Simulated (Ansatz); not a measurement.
Correlation energies of C2H3BO2 (`O=C1CBO1`) by basis set

Z-matrix (Å, degrees):
```
C
C 1 1.519
B 1 1.986 2 51.4
O 1 1.177 2 138.7 3 -180.0
O 1 1.411 2 95.6 3 0.0
H 2 1.091 1 113.6 3 -117.5
H 2 1.091 1 113.6 3 117.5
H 3 1.187 1 170.0 2 -180.0
```

Charge 0, multiplicity 1. The geometry is a stationary point of PBE0-D4/def2-TZVP. Frozen core, restricted reference, Ansatz. CBS rows extrapolate triple and quadruple zeta; past MP2 they add the triple-zeta difference.

| basis | HF (Eh) | MP2 corr. |
| --- | --- | --- |
| def2-SVP | -251.72426 | -0.69917 |
| def2-TZVPP | -252.02266 | -0.86796 |
| def2-QZVPP | -252.03394 | -0.93137 |

Question: Estimate the CCSD correlation energy and the (T) correction in each basis where they were run (hartree).

Answer: 
```tsv
basis	CCSD corr.	(T)
def2-SVP	-0.72484	-0.02465
def2-TZVPP	-0.88339	-0.03945
CBS(def2)	-0.99376	as TZ
```
